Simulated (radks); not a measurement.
The numbers below are computed, except where a source is named.
How relativity changes the ionisation of the boron ion B2+ ([He] 2s1) to B3+ ([He]). Spin-unpolarised spherical Kohn-Sham, LDA (Slater exchange, Perdew-Wang correlation), point nucleus unless stated (finite: rms radius 2.406 fm), a radial shooting solver on a logarithmic mesh with Libxc functionals. A level marked "c x" has the speed of light scaled by that factor.

level                        E(B2+) (hartree)  E(B3+) (hartree)  IE (eV)   HOMO  <r> HOMO (bohr)
non-rel.                            -23.10790         -21.74229   37.160     2s            1.646
scalar-rel.                         -23.11513         -21.74910   37.172     2s            1.646
scalar-rel., finite nucleus         -23.11513         -21.74910   37.172     2s            1.646
Dirac                               -23.11513         -21.74910   37.172  2s1/2            1.646
Dirac, finite nucleus               -23.11513         -21.74910   37.172  2s1/2            1.646
Dirac, c x 5                        -23.10819         -21.74256   37.161  2s1/2            1.646
Dirac, c x 10                       -23.10797         -21.74236   37.160  2s1/2            1.646
Dirac, c x 100                      -23.10790         -21.74229   37.160  2s1/2            1.646

NIST Atomic Spectra Database: 37.931 eV (measured). The relativistic part of the total energy of B2+ is -0.007232 hartree (Dirac, finite nucleus), 0.031 % of the non-relativistic value. Spin polarisation and multiplet splitting of open shells are left out at every level.

Beside tabulated values, note that spin-unpolarised runs miss the spin-polarisation part of the exchange energy of open shells.
